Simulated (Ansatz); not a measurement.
Z-matrix (Å, degrees):
```
Ti
F 1 1.731
I 1 2.533 2 109.7
I 1 2.533 2 109.7 3 120.0
I 1 2.533 2 109.7 3 -120.0
```

The species carries charge 0 and has multiplicity 1. I takes the def2 core potential.

Task: List the CAM-B3LYP/def2-TZVPP orbital energies in eV (Ansatz 0.2.0). (An estimate is asked.)

Result: Computed: Occupied: -4872.82, -674.39, -546.97, -457.56, -457.51, -457.51, -188.63, -188.63, -188.63, -134.77, -134.77, -134.77, -134.69, -134.69, -134.69, -134.68, -134.68, -134.68, -69.94, -54.44, -54.44, -54.44, -54.40, -54.40, -54.40, -54.39, -54.39, -54.39, -54.32, -54.32, -54.32, -54.32, -54.32, -54.32, -45.99, -45.50, -45.50, -34.19, -21.57, -21.30, -21.30, -15.25, -14.71, -14.71, -11.29, -10.71, -10.71, -10.26, -10.26, -10.07, -9.36, -9.36, -8.95. Lowest empty: -2.74, -2.74, -2.05, -2.05, -1.62, 0.68, 2.42, 2.42.
